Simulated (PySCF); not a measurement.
Electron correlation in O³⁺ (oxygen, charge +3)

[He] 2s2 2p1, 2P determinant. Calculation: PySCF 2.14, in x2c-TZVPPall with one added diffuse shell each of s, p, d type (6s4p3d1f, 40 functions); the spin-free X2C one-electron Hamiltonian (Gaussian nucleus). Frozen: 1s2; 3 electrons correlated.

```
  level  correlation energy (mhartree)
   CCSD                         -89.93
    (T)                          -0.92
CCSD(T)                         -90.85
  CCSDT                         -91.04
```

Diagnostics: T1 = 0.0054, D1 = 0.0103, largest double amplitude 0.136.

Cost of the coupled-cluster step: about 0.9 core-seconds, for 3 correlated electrons.

Iterations:

```
CC2 = 0
CCSD nocc = (np.int64(2), np.int64(1)), nmo = (39, 39)
frozen orbitals [[0], [0]]
max_cycle = 100
direct = 0
conv_tol = 1e-08
conv_tol_normt = 1e-06
diis_space = 8
diis_start_cycle = 0
Init t2, MP2 energy = -0.0602234077335473
Init E_corr(UCCSD) = -0.060223407733641
cycle = 1  E_corr(UCCSD) = -0.0770086583620315  dE = -0.0167852506  norm(t1,t2) = 0.0490607
cycle = 2  E_corr(UCCSD) = -0.0837670295740015  dE = -0.00675837121  norm(t1,t2) = 0.0239553
cycle = 3  E_corr(UCCSD) = -0.0900067937331795  dE = -0.00623976416  norm(t1,t2) = 0.0120887
cycle = 4  E_corr(UCCSD) = -0.0899022600371522  dE = 0.000104533696  norm(t1,t2) = 0.000633239
cycle = 5  E_corr(UCCSD) = -0.0899348260681249  dE = -3.2566031e-05  norm(t1,t2) = 7.49154e-05
cycle = 6  E_corr(UCCSD) = -0.0899245595902102  dE = 1.02664779e-05  norm(t1,t2) = 1.6778e-05
cycle = 7  E_corr(UCCSD) = -0.0899269481069586  dE = -2.38851675e-06  norm(t1,t2) = 4.53291e-06
cycle = 8  E_corr(UCCSD) = -0.0899268927227346  dE = 5.53842241e-08  norm(t1,t2) = 2.62045e-07
cycle = 9  E_corr(UCCSD) = -0.0899268778470424  dE = 1.48756922e-08  norm(t1,t2) = 5.81582e-08
cycle = 10  E_corr(UCCSD) = -0.089926864143883  dE = 1.37031594e-08  norm(t1,t2) = 2.73383e-08
cycle = 11  E_corr(UCCSD) = -0.0899268662458312  dE = -2.10194828e-09  norm(t1,t2) = 1.34039e-08
UCCSD converged
E(UCCSD) = -71.23952906669847  E_corr = -0.08992686624583124
UCCSD(T) correction = -0.000920516021670366
```
